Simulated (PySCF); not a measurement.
Molecule: SMILES [bH-]1ccccc1, [C$_{5}$H$_{6}$B]-.

Bonds (- single, = double, # triple, : aromatic): B1:C2, C2:C3, C3:C4, C4:C5, C5:C6, C6:B1. B1 carries H7; C2 carries H8; C3 carries H9; C4 carries H10; C5 carries H11; C6 carries H12. Formal charges: B1 -1.

Total charge -1.

Frames of a GFN2-xTB Langevin trajectory at 300 K; GIAO PBE0/pcSseg-1 shieldings in PySCF 2.14.0 with density-fitted response routines, gas phase, non-relativistic; equivalent atoms averaged within each frame.

Referencing at the same level of theory: 11B (σ = 100.07 ppm) vs BF3·OEt2; 13C (σ = 186.93 ppm), 1H (σ = 31.72 ppm) vs TMS. The references are static minima.

Q: How do the shifts (ppm) fluctuate along the trajectory?

A: 
```tsv
time (fs)	B1	C2/C6	C3/C5	C4	H8/H12	H9/H11	H10	H7
optimised geometry	23.4	132.7	134.6	112.3	6.89	7.23	6.01	5.11
250	26.5	138.5	135.6	109.9	7.34	7.20	5.91	5.65
425	23.9	131.7	133.7	109.9	6.77	7.42	6.00	4.79
625	23.7	137.1	135.9	113.4	6.96	7.27	6.44	4.94
800	23.6	132.4	135.7	114.9	6.92	7.16	5.83	5.11
1000	26.4	134.3	136.6	116.2	7.29	7.78	6.31	5.41
mean of frames	24.8	134.8	135.5	112.9	7.05	7.36	6.10	5.18
standard deviation	1.5	2.9	1.1	2.9	0.25	0.25	0.26	0.35
```

5 frames give an uncertainty of the mean of about the standard deviation over 2.2 at best, since frames this close in time may not be independent; classical motion lacks zero-point vibration, and the reference would need the same averaging.
